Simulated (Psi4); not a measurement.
Computed with Psi4 1.11 with SAPT0/jun-cc-pVDZ, frozen core.

Psi4 input:

```
molecule {
0 1
F -0.93606130 -0.19220467 -0.91902673
C -0.00000385 0.00002141 0.00006915
F -0.09143395 1.23585036 0.47200222
F -0.16863863 -0.86545899 0.99039848
F 1.19613773 -0.17820811 -0.54344312
--
0 1
Al 1.11390232 0.39195265 -2.57366491
H 2.68568239 0.51098867 -2.46235341
H 0.20519602 1.65807695 -2.31244406
H 0.45096190 -0.99254240 -2.94881500
units angstrom
symmetry c1
no_reorient
no_com
}
set basis jun-cc-pvdz
set scf_type df
set freeze_core true
energy('sapt0')
```

Part of the output:

```
    SAPT Results
  --------------------------------------------------------------------------------------------------------
    Electrostatics                -22.43154194 [mEh]     -14.07600508 [kcal/mol]     -58.89400526 [kJ/mol]
      Elst10,r                    -22.43154194 [mEh]     -14.07600508 [kcal/mol]     -58.89400526 [kJ/mol]

    Exchange                       58.60466724 [mEh]      36.77498390 [kcal/mol]     153.86653264 [kJ/mol]
      Exch10                       58.60466724 [mEh]      36.77498390 [kcal/mol]     153.86653264 [kJ/mol]
      Exch10(S^2)                  57.70224602 [mEh]      36.20870604 [kcal/mol]     151.49722607 [kJ/mol]

    Induction                     -11.95020180 [mEh]      -7.49886485 [kcal/mol]     -31.37525051 [kJ/mol]
      Ind20,r                     -50.18013431 [mEh]     -31.48850968 [kcal/mol]    -131.74792449 [kJ/mol]
      Exch-Ind20,r                 41.26534488 [mEh]      25.89439485 [kcal/mol]     108.34214806 [kJ/mol]
      delta HF,r (2)               -3.03541237 [mEh]      -1.90475002 [kcal/mol]      -7.96947408 [kJ/mol]

    Dispersion                     -7.91656063 [mEh]      -4.96771680 [kcal/mol]     -20.78492708 [kJ/mol]
      Disp20                      -10.77498095 [mEh]      -6.76140262 [kcal/mol]     -28.28970858 [kJ/mol]
      Exch-Disp20                   2.85842031 [mEh]       1.79368583 [kcal/mol]       7.50478150 [kJ/mol]
      Disp20 (SS)                  -5.38749047 [mEh]      -3.38070131 [kcal/mol]     -14.14485429 [kJ/mol]
      Disp20 (OS)                  -5.38749047 [mEh]      -3.38070131 [kcal/mol]     -14.14485429 [kJ/mol]
      Exch-Disp20 (SS)              1.54442287 [mEh]       0.96913998 [kcal/mol]       4.05488168 [kJ/mol]
      Exch-Disp20 (OS)              1.31399745 [mEh]       0.82454585 [kcal/mol]       3.44989982 [kJ/mol]

  Total HF                         24.22292349 [mEh]      15.20011397 [kcal/mol]      63.59727687 [kJ/mol]
  Total SAPT0                      16.30636286 [mEh]      10.23239718 [kcal/mol]      42.81234979 [kJ/mol]
```
